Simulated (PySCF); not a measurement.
## A survey of ²⁹Si NMR shifts

[PySCF 2.14: NMR shieldings at PBE0/pcSseg-1/GIAO; GFN2-xTB structure; equivalent nuclei averaged; in vacuum; a single conformation; relativity neglected]

Shieldings were converted by a linear fit to measured shifts: ²⁹Si: δ = 279.94 − 0.822σ (rms 8.9 ppm, 72 shifts, 25.8 ppm with the 6 outliers that the fit left out vs TMS, solution or neat liquid). Occasional misses reach two or three times the rms, and more in compound classes unlike the fitted ones.

Q: Give the ²⁹Si shifts of `CC[P@@H](=O)C[SiH3]`, `O=C(O[SiH3])C(=O)OC1CCC1`.

A: 
```csv
compound,environment,δ (ppm)
CC[P@@H](=O)C[SiH3],"silicon bonded to C, 3 H",-67.7
O=C(O[SiH3])C(=O)OC1CCC1,"silicon bonded to O, 3 H",-37.1
```

Q: Order these by ²⁹Si shift, lowest first.
A. C=C(C)[Si@H]1OC=CS1
B. CC(C)[P@H](=S)C[SiH3]
C. C=N[Si@@H](Cl)C1=C(Cl)CC1
D. CC#CC([SiH3])([SiH3])C(F)(F)F

A: B (-67.1 ppm, silicon bonded to C, 3 H), D (-56.8 ppm, silicon bonded to C, 3 H), C (-31.9 ppm, silicon bonded to C, Cl, N, H), A (2.0 ppm, silicon bonded to C, O, S, H, in a 5-membered ring).
